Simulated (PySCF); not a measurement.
A structure optimised at r2SCAN-D4/def2-SVP, used in a PySCF frequency run:

```
C
C 1 1.3422
F 2 1.3342 1 122.03
H 2 1.0962 3 112.74 1 -180.00
H 1 1.0963 2 118.27 4 180.00
C 1 1.4484 5 119.14 2 180.00
C 6 1.3461 1 124.51 5 0.00
H 7 1.0928 6 121.38 1 180.00
H 7 1.0951 8 117.38 6 180.00
H 6 1.0984 7 119.04 8 0.00
```
Charge 0, spin multiplicity 1.

### Question
Write its SMILES, formula and point group.

### Answer
C=C/C=C/F, C₄H₅F, Cs

### Question
What are its rotational constants (standard atomic weights)?

### Answer
34.639, 2.1564, 2.0300 GHz
